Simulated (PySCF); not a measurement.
Computed shifts of a molecule C7H5NOS, PySCF with B3LYP/pcSseg-1, GIAO, gas phase, equivalent atoms averaged, in ppm (number of nuclei): ¹³C: 168.5 (1), 160.1 (1), 151.3 (1), 151.2 (1), 130.2 (1), 121.8 (1), 118.3 (1). ¹⁵N: 353.2 (1). ¹H: 8.02 (1), 7.69 (1), 7.65 (1), 7.26 (1), 6.92 (1). References: ¹³C against TMS (σ = 181.3 ppm); ¹⁷O against H2O (σ = 333.8 ppm); ¹⁵N against NH3 (σ = 265.5 ppm); ³³S against H2S (σ = 695.8 ppm); ¹H against TMS (σ = 31.68 ppm), references at their B3LYP-D3(BJ)/def2-TZVP geometries, non-relativistic. Geometry: B3LYP-D3(BJ)/def2-SVP. The values are those of a single conformer.

Task: Pick the molecule that these values belong to.
(A) CC(=O)c1ccsc1C#N
(B) C#Cc1scnc1C(C)=O
(C) CC(=O)c1cc(C#N)cs1
(D) c1coc(-c2nccs2)c1

Result: D, c1coc(-c2nccs2)c1
